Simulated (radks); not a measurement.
Q: The tin ion Sn22+, [Ar] 3d10. All-electron calculation, non-relativistic Kohn-Sham, exchange-only PBE, spin-polarised, spherical densities, point nucleus. Program: a radial shooting solver on a logarithmic mesh with Libxc functionals. Every spin shell is full or empty, so the densities are truly spherical. Functionals are evaluated on that one density, not self-consistently. Rank these exchange functionals by their error against the exact value of the orbitals, and give that value: LDA, PBE, PBEsol, RPBE, PW86, OPTX, WC, AM05, G96, EV93, SCAN, MS2.

A: Exact: -138.399 hartree. From best to worst, with 100 (|E| - |E exact|)/|E exact| (equal figures are ties): SCAN +0.09, G96 +0.17, EV93 -0.21, PW86 -0.39, RPBE -0.39, PBE -0.68, MS2 -0.74, OPTX +0.99, WC -1.20, PBEsol -2.66, AM05 -5.05, LDA -5.57.
